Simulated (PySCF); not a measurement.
Computed shifts of a molecule C₈H₆, PBE/pcSseg-1 in PySCF, GIAO, gas phase, equivalent atoms averaged, in ppm (number of nuclei): ¹³C: 160.9 (2), 147.1 (2), 143.6 (2), 137.0 (2). ¹H: 5.07 (2), 4.96 (2), 4.87 (2). References: ¹³C against TMS (σ = 182.0 ppm); ¹H against TMS (σ = 31.49 ppm), references at their B3LYP-D3(BJ)/def2-TZVP geometries, non-relativistic. Geometry: ωB97X-D3(BJ)/def2-SVP. One conformer was computed; it need not be the lowest.

### Question
Which molecule gave these data?
(A) C1=CC2=CC=CC2=C1
(B) C#CC=C=CCC#C
(C) C#CC(=C)C(=C)C#C
(D) C#CC(C#C)C=C=C

### Answer
A, C1=CC2=CC=CC2=C1
